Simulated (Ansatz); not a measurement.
CH$_{7}$BSSi, SMILES `BS[SiH2]C`, relaxed with RKS PBE-D4/def2-SVP in Ansatz from a rough embedded geometry. The force threshold is 0.03 eV/Å; the program also tests the step.

The species carries charge 0 and has multiplicity 1.

Start:

```xyz
11

B    -2.104   -1.385    0.008
S    -1.633    0.386   -0.179
Si    0.440   -0.115   -0.003
C     1.449    1.519   -0.006
H    -2.229   -2.073   -1.008
H    -2.400   -1.879    1.035
H     0.672   -0.740    1.347
H     0.834   -0.972   -1.034
H     2.523    1.186    0.084
H     1.291    1.946   -1.015
H     1.157    2.125    0.772
```

(1) By how much does the energy fall, and how many steps does the optimiser take? (Best estimate.)

(2) Which bonds change most? (Estimate.)

(3) Give the relaxed structure. (Best estimate.)

Answers

(1) Ansatz gave: 23.02 kcal/mol, in 22 steps, 1 of them rejected.

(2) Ansatz gave: Si3–H8 from 1.398 to 1.503 Å; C4–H11 from 1.028 to 1.109 Å; S2–Si3 from 2.141 to 2.197 Å; B1–S2 from 1.842 to 1.787 Å.

(3) Ansatz gave: 
```xyz
11

B    -2.233   -1.409    0.116
S    -1.586    0.255    0.181
Si    0.563   -0.142   -0.048
C     1.459    1.513   -0.050
H    -1.505   -2.371   -0.029
H    -3.436   -1.523    0.222
H     1.014   -1.006    1.097
H     0.777   -0.882   -1.338
H     2.552    1.357   -0.162
H     1.112    2.150   -0.888
H     1.283    2.058    0.899
```
